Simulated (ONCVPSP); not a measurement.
## Which change was made? (Mg, ONCV)

* Element: magnesium
* Generator: ONCVPSP 4.0.1
* Type: optimised norm-conserving Vanderbilt (ONCV)
* Functional: PBEsol
* Relativity: fully relativistic
* Frozen core: [He] 2s2
* Valence charge: 8
* Reference configuration: 2p6 3s2
* Partial waves: 3s: rc 2.65 bohr, ncon 3, nbas 6, qcut 2.4 1/bohr, 2 projectors, debl 2.7 Ha; 2p: rc 0.95 bohr, ncon 4, nbas 8, qcut 18.4 1/bohr, 3 projectors, debl 2.4 Ha; d scattering state at 0.36 Ha: rc 2.25 bohr, ncon 4, nbas 8, qcut 4.6 1/bohr, 2 projectors, debl 3.3 Ha
* Local potential: polynomial inside 0.70 bohr (lpopt 2, dvloc0 6 Ha)
* Core correction: polynomial model core, fcfact 0.2

Open shells are filled in proportion to 2j + 1.

Cutoffs, loose and tight: the cutoffs (Ha) at which the residual kinetic energy of the hardest occupied pseudo-wave falls to 1 and 0.1 mHa per electron. They do not see the model core or the augmentation charge, which bear on the density cutoff. Test errors are all-electron minus pseudo excitation energies from the reference, over the configurations 2p6 3s1; 2p6 3s0; 2p6 3s1.5; 2p6 3s1 3p1; variants that change the core or the reference have their own tests.

The base gives: outcome: generated; cutoff, loose: 102 Ha; cutoff, tight: 119 Ha; bound ghosts: none; GHOST(+) flags above zero: s, d5/2, d3/2; largest test error (meV): -71.

Q: After one change the result is: outcome: generated, projector energies reset by the program; cutoff, loose: 132 Ha; cutoff, tight: 155 Ha; bound ghosts: none; GHOST(+) flags above zero: none; largest test error (meV): +0.3. Which change was it?
A. core [He], valence charge 10; reference 2s2 2p6 3s2; waves now 2s+3s: rc 1.05 bohr, ncon 4, nbas 9, qcut 12.5 1/bohr, 2 projectors; 2p: rc 0.80 bohr, ncon 4, nbas 7, qcut 20.8 1/bohr, 2 projectors, debl 0.6 Ha; d scattering state at 0.06 Ha: rc 0.85 bohr, ncon 4, nbas 7, qcut 11.5 1/bohr, 2 projectors, debl 2.6 Ha; local potential polynomial inside 0.70 bohr (lpopt 2, dvloc0 0 Ha)
B. functional PBE
C. core correction Teter function, parameters optimised by the program

A: A. The others give: functional PBE → outcome: generated; cutoff, loose: 102 Ha; cutoff, tight: 119 Ha; bound ghosts: none; GHOST(+) flags above zero: s, d5/2, d3/2; largest test error (meV): -52 | core correction Teter function, parameters optimised by the program → outcome: generated; cutoff, loose: 102 Ha; cutoff, tight: 119 Ha; bound ghosts: none; GHOST(+) flags above zero: s, d5/2, d3/2; largest test error (meV): -35.
